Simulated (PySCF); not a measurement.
F₂HIn. Atoms are numbered in the order given.

```xyz
4

In     0.0000     0.0000    -0.2850
H      0.0000     0.0000    -1.9784
F      0.0000    -1.5714     0.8858
F      0.0000     1.5714     0.8858
```
Charge 0, spin multiplicity 1.

Geometry optimised at PBE-D3(BJ)/def2-TZVP. The def2 effective core potentials stand for the cores of In; spin–orbit coupling is left out.

Method: CAM-B3LYP/def2-TZVPD (PySCF).

Mulliken values depend strongly on the basis, most of all with diffuse functions as here. ESP charges are fitted to the potential on shells at 1.4 to 2.0 van der Waals radii. Atomic charges (e):

```tsv
atom	ESP fit	Mulliken
In1	1.14	1.16
H2	-0.17	-0.04
F3	-0.48	-0.56
F4	-0.48	-0.56
```
